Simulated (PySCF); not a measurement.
Compound: NbS(SMe)3, C₃H₉NbS₄ (singlet state).
Bonds: Nb1–S2, Nb1–S3, Nb1–S8, Nb1–S13, S3–C4, S8–C9, S13–C14. Hydrogens: H5, H6, H7 on C4; H10, H11, H12 on C9; H15, H16, H17 on C14.

Theory: PBE0-D3(BJ)/def2-SVP geometry optimisation, gas phase, def2 core potentials past Kr (PySCF 2.14.0).

Problem. List the bond lengths, angles and torsions at this level.

Solution. 
```json
{"bond": "Nb1–S2", "length (bohr)": "4.046"}
{"bond": "Nb1–S3, Nb1–S8, Nb1–S13", "length (bohr)": "4.421"}
{"bond": "S3–C4, S8–C9, S13–C14", "length (bohr)": "3.449"}
{"bond": "C4–H5 and 8 like bonds", "length (bohr)": "2.074"}
```

Bonds in one row agree within 0.02 bohr and their mean is given. A selection of angles:
```json
{"angle": "S2–Nb1–S3", "degrees": "110.7"}
{"angle": "S2–Nb1–S8", "degrees": "109.3"}
{"angle": "S3–Nb1–S8", "degrees": "111.2"}
{"angle": "S3–Nb1–S13", "degrees": "108.5"}
{"angle": "S8–Nb1–S13", "degrees": "107.7"}
{"angle": "Nb1–S3–C4", "degrees": "106.8"}
{"angle": "Nb1–S8–C9", "degrees": "108.7"}
{"angle": "Nb1–S13–C14", "degrees": "106.2"}
```

Torsions: S2–Nb1–S3–C4 32° (synclinal); S2–Nb1–S8–C9 28° (synperiplanar); S2–Nb1–S13–C14 38° (synclinal). The mirror-image conformer, all signs reversed, is as good.

S3 (sulfur bonded to C and Nb) is bent (angle 106.8°). All 3 C–S bonds measure 1.824 to 1.826 Å. The 4 Nb–S bonds span 2.141 Å (Nb1–S2) to 2.342 Å (Nb1–S3), a spread of 0.201 Å. Nb1 (niobium bonded to 4 S) is tetrahedral (angles from 107.7° to 111.2°).

Point group: C1 (no symmetry element, even within 0.4 Å). No frequency check.
